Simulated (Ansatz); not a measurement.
Reactions of C₂H₆ClNOSi (`NC(=O)[SiH2]CCl`).

Computed with Ansatz on PBE0-D4/def2-TZVP structures; ΔE is electronic, products minus reactants. CCSD(T)/CBS is the MP2 limit (def2-TZVPP, def2-QZVPP) plus CCSD(T) − MP2 in def2-TZVPP, frozen cores. This one scheme is used for every species, atoms too. No spin–orbit coupling; open shells (•) take unrestricted orbitals. Spin–orbit coupling would lower the free atoms: a little for C, Cl, O, Si. For Se outer-core shells are correlated without core-valence functions, so the limit isn't a true one: a few kJ/mol of doubt a bond, and 10 to 20 or more in all where bonds break to atoms. Scalar relativity is left out up to krypton. Each species was taken in one conformer, which may not be the lowest.

Order these by ΔE at CCSD(T)/CBS, lowest first. (Estimate.)
A. `NC(=O)[SiH2]CCl` + H₂ → `NC(=O)[SiH3]` + `CCl`
B. `NC(=O)[SiH2]CCl` + HCl → `NC(=O)[SiH2]Cl` + `CCl`
C. `NC(=O)[SiH2]CCl` + H₂ → `C[SiH2]C(N)=O` + HCl
D. `NC(=O)[SiH2]CCl` + CH₃NH₂ → `CN[SiH2]CCl` + `NC=O`
E. `NC(=O)[SiH2]CCl` → 2 C• + Cl• + 6 H• + N• + O• + Si•
F. `NC(=O)[SiH2]CCl` + `CC(C)C` → `CC(C)CCCl` + `NC(=O)[SiH3]`
G. `NC(=O)[SiH2]CCl` + H–F → `NC(=O)[SiH2]F` + `CCl`
H. `NC(=O)[SiH2]CCl` + H₂Se → `ClC[SiH2][SeH]` + `NC=O`

G (-139.0 kJ/mol), B (-107.9 kJ/mol), C (-97.2 kJ/mol), H (-80.8 kJ/mol), D (-67.7 kJ/mol), A (-24.0 kJ/mol), F (+25.2 kJ/mol), E (+4407.8 kJ/mol).

Largest T1 diagnostic: 0.016, for `NC(=O)[SiH3]`.
